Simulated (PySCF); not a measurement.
C2H9NSi2, SMILES C1N([SiH3])C[SiH2]1.

Coordinates come from a B3LYP-D3(BJ)/def2-SVP optimisation. The structure was generated by enumeration, and PubChem lists no compound with its InChIKey, so it may never have been made.

The numbers are results of PySCF with PBE/def2-TZVP, not measurements.

Symmetry labels are those of the subgroup Cs that the program uses (full group Cs).

Computed valence orbital energies around the gap with their symmetry:
```tsv
orbital	symmetry	energy (eV)
HOMO−7	A"	-10.42
HOMO−6	A"	-9.57
HOMO−5	A'	-8.40
HOMO−4	A"	-8.19
HOMO−3	A'	-8.07
HOMO−2	A"	-7.20
HOMO−1	A'	-7.14
HOMO	A'	-5.10
LUMO	A"	-0.90
LUMO+1	A'	-0.47
LUMO+2	A'	0.41
LUMO+3	A'	0.69
```
